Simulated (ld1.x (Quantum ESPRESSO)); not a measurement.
# Varying the TM potential for Hf

Base potential:

| Quantity | Value |
| --- | --- |
| Element | hafnium |
| Generator | ld1.x (Quantum ESPRESSO) 7.5 |
| Type | norm-conserving Troullier–Martins (Kleinman–Bylander form) |
| Functional | PBEsol |
| Relativity | scalar-relativistic |
| Frozen core | [Kr] 4d10 4f14 |
| Valence charge | 12 |
| Reference configuration | 5s2 5p6 5d2 6s2 6p0 |
| Partial waves | 5p (bound): rc 1.90 bohr; 5d (bound): rc 2.50 bohr; 5s (bound): rc 1.70 bohr |
| Local potential | the s channel |
| Core correction | a·sin(br)/r model core inside 1.15 bohr |

Occupied shells without a wave of their own: 6s. They enter only through the test configuration that unscreens the potential, and ld1.x also counts them in the model core charge.

All-electron outer shells of the reference configuration (PBEsol, scalar-relativistic, ld1.x):

| shell | level (eV) | outermost node (bohr) | outermost maximum (bohr) |
| --- | --- | --- | --- |
| 4d | -206.51 | 0.23 | 0.47 |
| 5s | -67.04 | 0.55 | 1.01 |
| 5p | -35.59 | 0.60 | 1.16 |
| 4f | -16.86 | – | 0.45 |
| 6s | -5.13 | 1.37 | 2.89 |
| 5d | -2.71 | 0.67 | 1.69 |
| 6p | -1.37 | 1.66 | 4.05 |

Cutoffs, loose and tight: the cutoffs (Ry, on a coarse ladder) from which the occupation-weighted sum of valence levels, in a spherical-Bessel basis at the reference potential, stays within 10 and 1 mRy of its value at 400 Ry. They do not see the model core or the augmentation charge, which bear on the density cutoff. Test errors are all-electron minus pseudo excitation energies from the reference, over the configurations 5s2 5p6 5d2 6s1 6p0; 5s2 5p6 5d2 6s0 6p0; 5s2 5p6 5d1 6s0 6p0; 5s2 5p6 5d2 6s0 6p1; 5s2 5p6 5d3 6s0 6p0; 5s2 5p6 5d0 6s0 6p0; 5s2 5p6 5d2 6s1.5 6p0. A dash means not determined; rows that change the core or the reference have their own tests.

With those shells counted twice in exchange and correlation these files are broken, and their errors move erratically; no question is asked of them.

```csv
change,outcome,"cutoff, loose","cutoff, tight",bound ghosts,largest test error (meV)
base,"generated, misses its reference levels by 0.88 eV",50 Ry,70 Ry,none,-6734
wave 5p (bound): rc 1.90 bohr becomes 5p (bound): rc 1.22 bohr,"generated, misses its reference levels by 0.88 eV",100 Ry,120 Ry,none,-6750
wave 5p (bound): rc 1.90 bohr becomes 5p (bound): rc 1.48 bohr,"generated, misses its reference levels by 0.88 eV",80 Ry,100 Ry,none,-6746
wave 5p (bound): rc 1.90 bohr becomes 5p (bound): rc 1.76 bohr,"generated, misses its reference levels by 0.88 eV",50 Ry,80 Ry,none,-6738
wave 5p (bound): rc 1.90 bohr becomes 5p (bound): rc 2.06 bohr,"generated, misses its reference levels by 0.88 eV",50 Ry,70 Ry,none,-6731
wave 5p (bound): rc 1.90 bohr becomes 5p (bound): rc 2.26 bohr,"generated, misses its reference levels by 0.88 eV",50 Ry,70 Ry,none,-6727
wave 5p (bound): rc 1.90 bohr becomes 5p (bound): rc 2.64 bohr,"generated, misses its reference levels by 0.88 eV",50 Ry,70 Ry,none,-6728
wave 5p (bound): rc 1.90 bohr becomes 5p (bound): rc 2.84 bohr,"generated, misses its reference levels by 0.88 eV",50 Ry,70 Ry,none,-6733
```

Reading the sweep of the p radius (base included, trends over the rows without a ghost): The loose cutoff falls from 100 Ry at 1.22 to 50 Ry at 2.84 bohr. A larger radius leaves more room for a smooth pseudo-wave, so fewer plane waves are needed; a smaller one forces it to follow the all-electron wave where it bends sharply. The median size of the test errors (rows with all tests solved) stays near 2475.6 meV.
